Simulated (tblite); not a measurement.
Compound: C4H6N2S.
Structure used (GFN2-xTB), in Å, numbered top down from 1:
```
atom  x, y, z in Å
C1    -1.912   -0.666   -0.032
C2    -0.439   -0.494   -0.006
N3     0.404   -1.508    0.022
N4     1.628   -0.987    0.041
C5     1.610    0.364    0.026
C6     0.281    0.725   -0.004
S7    -0.417    2.338   -0.035
H8    -2.327   -0.213   -0.932
H9    -2.361   -0.173    0.829
H10   -2.155   -1.724   -0.013
H11    2.431   -1.595    0.063
H12    2.503    0.955    0.038
H13    0.751    2.977   -0.015
```

Computed values, GFN2-xTB/tblite, gas phase, harmonic and unscaled. This tight-binding method is rough: wavenumbers can miss measured ones by several per cent, in bad cases by 10 to 20. Modes of hydrogen on sulfur can be 10 to 20 % off. One conformer, not necessarily the lowest.

Harmonic wavenumbers (cm⁻¹): 67.5, 167.4, 169.6, 213.6, 281.4, 359.6, 474.1, 510.3, 604.6, 646.6, 698.0, 751.6, 843.4, 899.0, 1002.1, 1038.6, 1047.0, 1092.3, 1176.7, 1239.2, 1376.3, 1394.3, 1406.0, 1464.2, 1466.9, 1483.4, 1559.0, 2433.2, 3004.5, 3017.4, 3064.5, 3171.1, 3463.9.

A = 3557, B = 2015, C = 1297 MHz; mass 114.025 u (most abundant isotopes); point group Cs, symmetry number 1.

Q: Zero-point energy?

A: ½Σν̃ = 20794 cm⁻¹ = 248.75 kJ/mol.

Q: Give the ideal-gas entropy at 298.15 K and 1 bar in the rigid-rotor, harmonic-oscillator model (classical rotation).

A: Translation 167.93, rotation 116.89, vibration 72.56: S = 357.4 J/(mol K).

Q: And Cp and H(298.15 K) − H(0)?

A: Cp = 118.29 J/(mol K), of which vibrations give 85.04 (their classical limit is 33 R = 274.4); H(298.15 K) − H(0) = 22.10 kJ/mol without the zero-point energy, 12.18 from vibrations.

Q: Blend soft modes into free rotors: weight 1/[1 + (100 cm⁻¹/ν̃)⁴] for the oscillator and the rest for a rotor with moment μB/(μ + B), μ = h/(8π²ν), B = 10⁻⁴⁴ kg m². What vibrational entropy results?

A: 69.12 J/(mol K) in place of 72.56, which changes −T·S at 298.15 K by +1.03 kJ/mol.

Q: How do the functions run with temperature in this model?

A: 
```
T (K)  S (J/(mol K))  Cp (J/(mol K))  H − H(0) (kJ/mol)  G − H(0) (kJ/mol)  ln q(vib)
  100          265.6            60.0               4.43             -22.13       0.73
  200          316.3            89.3              11.91             -51.35       2.22
  300          358.1           118.8              22.32             -85.12       3.84
  500          431.5           170.1              51.49            -164.26       7.19
  800          523.0           218.3             110.45            -307.94      12.09
 1000          574.0           238.4             156.23            -417.75      15.15
```

q(vib) and H(0) count from the zero-point level.

Q: What must be added to the electronic energy to get the Gibbs energy at 298.15 K and 1 bar?

A: ZPE + [H(298.15 K) − H(0)] − T·S = 248.75 + 22.10 − 106.55 = 164.30 kJ/mol.

Q: Which modes carry the vibrational entropy at 298.15 K?

A: 67.5 cm⁻¹: 17.68; 167.4 cm⁻¹: 10.31; 169.6 cm⁻¹: 10.21; 213.6 cm⁻¹: 8.42; 281.4 cm⁻¹: 6.38; 359.6 cm⁻¹: 4.70 J/(mol K); the other 27 give 14.86 together.

Hindered rotation and anharmonicity are outside this model. Other conformers, if any are populated, would add a mixing term that is left out.
